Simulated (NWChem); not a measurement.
CH6AlNO2; SMILES [NH](C)[Al]([OH])[OH]

```xyz
11

Al    -0.0836    -0.5214     0.0000
N      0.7271     1.0596     0.0000
C      0.0895     2.3735     0.0000
H      1.7382     1.1278     0.0000
H      0.3551     2.9655    -0.8887
H      0.3551     2.9655     0.8887
H     -0.9981     2.2533     0.0000
O     -1.7953    -0.5408     0.0000
H     -2.2503    -1.3915     0.0000
O      0.7485    -2.0213     0.0000
H      1.7110    -2.0724     0.0000
```
Atoms are numbered in this order, from 1.

Structure relaxed at the B3LYP/6-31G* (spherical d) level.

Q: Give the principal values of the shielding tensors (ppm) of Al1, N2, C3, O8, O10 from BHandHLYP/pcSseg-1, GIAO (NWChem), with their diamagnetic and paramagnetic parts as GIAO splits them.

A: 
```csv
atom,σ11,σ22,σ33,isotropic,diamagnetic,paramagnetic
Al1,405.7,463.3,505.4,458.1,795.4,-337.2
N2,225.9,262.2,280.8,256.3,320.9,-64.6
C3,129.4,145.5,184.1,153.0,244.5,-91.5
O8,324.7,325.0,359.0,336.2,389.1,-52.8
O10,310.7,319.1,358.2,329.3,390.1,-60.7
```
